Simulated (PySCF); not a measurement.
The dipole of `N(/C)=C/C1SCCCS1` from its density and from atomic charges.

Coordinates (GFN2-xTB, Å) and charges (e) from the PBE0/pcSseg-1 density (PySCF):

| atom | x | y | z | Mulliken | IAO | Hirshfeld | ESP-fitted |
| --- | --- | --- | --- | --- | --- | --- | --- |
| C1 | 3.165 | -0.354 | -0.692 | -0.1089 | -0.3136 | -0.0771 | -0.2373 |
| N2 | 2.279 | 0.761 | -0.812 | -0.4192 | -0.2533 | -0.1489 | -0.4924 |
| C3 | 1.208 | 0.886 | -0.176 | +0.1780 | +0.0034 | +0.0195 | +0.4359 |
| C4 | 0.604 | -0.042 | 0.841 | -0.5328 | -0.3318 | -0.0460 | -0.4431 |
| S5 | -0.001 | -1.598 | 0.079 | +0.0615 | +0.0767 | +0.0043 | -0.1376 |
| C6 | -1.356 | -0.917 | -0.931 | -0.3258 | -0.3390 | -0.0726 | -0.2002 |
| C7 | -2.433 | -0.270 | -0.074 | -0.1977 | -0.2626 | -0.0781 | -0.0486 |
| C8 | -1.967 | 1.025 | 0.571 | -0.3370 | -0.3379 | -0.0711 | -0.2185 |
| S9 | -0.684 | 0.762 | 1.843 | +0.0762 | +0.0828 | -0.0054 | -0.1896 |
| H10 | 2.813 | -1.172 | -0.058 | +0.1035 | +0.1149 | +0.0235 | +0.0730 |
| H11 | 4.113 | 0.026 | -0.308 | +0.1260 | +0.1610 | +0.0514 | +0.1541 |
| H12 | 3.346 | -0.730 | -1.699 | +0.1281 | +0.1658 | +0.0523 | +0.1583 |
| H13 | 0.645 | 1.792 | -0.377 | +0.1160 | +0.1397 | +0.0339 | +0.0128 |
| H14 | 1.355 | -0.370 | 1.563 | +0.2095 | +0.1832 | +0.0521 | +0.3730 |
| H15 | -0.928 | -0.213 | -1.647 | +0.1578 | +0.1459 | +0.0384 | +0.1452 |
| H16 | -1.754 | -1.777 | -1.469 | +0.1661 | +0.1647 | +0.0521 | +0.1622 |
| H17 | -2.747 | -0.973 | 0.702 | +0.1433 | +0.1503 | +0.0346 | +0.0950 |
| H18 | -3.297 | -0.049 | -0.707 | +0.1329 | +0.1436 | +0.0458 | +0.0415 |
| H19 | -2.782 | 1.503 | 1.113 | +0.1669 | +0.1656 | +0.0525 | +0.1819 |
| H20 | -1.584 | 1.721 | -0.177 | +0.1556 | +0.1408 | +0.0393 | +0.1343 |

Problem. Form Σ q r in debye for every column and set it beside the full dipole.

Solution. The full density gives (-1.55, -0.30, -0.84) D, 1.79 D in size; dipole vectors point from the negative to the positive end.

| scheme | μx | μy | μz | size (D) | share of the full size (%) | angle to the full dipole (°) |
| --- | --- | --- | --- | --- | --- | --- |
| Mulliken | -1.24 | -0.82 | -0.53 | 1.58 | 88 | 22 |
| IAO | -0.84 | -0.69 | 0.10 | 1.09 | 61 | 43 |
| Hirshfeld | -0.92 | -0.37 | 0.10 | 1.00 | 56 | 35 |
| ESP-fitted | -1.53 | -0.28 | -0.88 | 1.79 | 100 | 2 |

Problem. Which set comes closest?

Solution. Length of the difference vector: ESP-fitted 0.05 D, Mulliken 0.68 D, Hirshfeld 1.13 D, IAO 1.24 D. Closest: ESP-fitted. 

Problem. What is left for the Hirshfeld atoms' own dipoles?

Solution. The Hirshfeld atoms' densities add up to the full density, so μ = Σ q r + Σ (atomic dipoles). The atomic dipoles sum to (-1.55, -0.30, -0.84) − (-0.92, -0.37, 0.10) = (-0.63, 0.07, -0.94) D, 1.13 D in size.

Problem. With the origin at the mean of the coordinates, (0.000, 0.001, -0.121) Å, which are the largest single terms, by size, of the Mulliken dipole along the direction of the full one?

Solution. N2 +3.59, C6 -2.68, C4 +2.48, H11 -2.11, C7 -2.03 D; all 20 atoms together +1.46 D. The single terms depend on the origin, their sum doesn't.

Problem. Give the size of the full dipole in other units.

Solution. 1.79 D = 0.704 au = 0.372 e·Å = 5.97 × 10⁻³⁰ C·m.

Geometry: GFN2-xTB, one conformer, isolated molecule.
